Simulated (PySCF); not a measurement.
SMILES C=[CH][Al]([NH2])[CH2]C, singlet at its GFN2-xTB optimised geometry (Å):

```
16

Al    -0.8120     0.6926     0.0000
C      1.2006     0.6926     0.0000
C      1.7949     2.1067    -0.0677
H      1.5909     0.1068    -0.8440
H      1.5932     0.1904     0.8953
H      1.4683     2.7020     0.7840
H      1.4714     2.6166    -0.9744
H      2.8859     2.0813    -0.0643
C     -1.7947    -1.0310    -0.0002
C     -1.1393    -2.1904     0.0090
H     -2.8859    -1.0772    -0.0065
H     -1.6281    -3.1578     0.0103
H     -0.0576    -2.2202     0.0160
N     -1.7257     2.2187     0.0000
H     -1.3467     3.1578    -0.0086
H     -2.7358     2.2919     0.0107
```

Method: PBE0/def2-TZVP (PySCF).

Map of the Laplacian of the electron density (e/bohr⁵) on the plane z = 0.8 Å:

```
|###########################|
|###########################|
|###########################|
|###########################|
|###########################|
|###########################|
|########%%%#######%########|
|#######%%@%####%. %%#######|
|#######%@@%####%%%%%#######|
|########%%#####%%%%%#######|
|###############%%%%########|
|##########%@%##%%%%########|
|###########@%##%= %########|
|###############%* %########|
|########%#######%%#########|
|#######%%%%################|
|#######%%%%%###############|
|########%%%%%##############|
|#########%%%%##############|
|#########%%%%##############|
|#########%%%###############|
|###########################|
|###########################|
|###########################|
|###########################|
|###########################|
|###########################|
```
Scale: ten equal steps from -0.823 (start of ' ') to 0.295 (end of '@'), in the order ' .:-=+*#%@'; x runs from -5.50 to 5.50, y from -5.50 (bottom) to 5.50 (top).
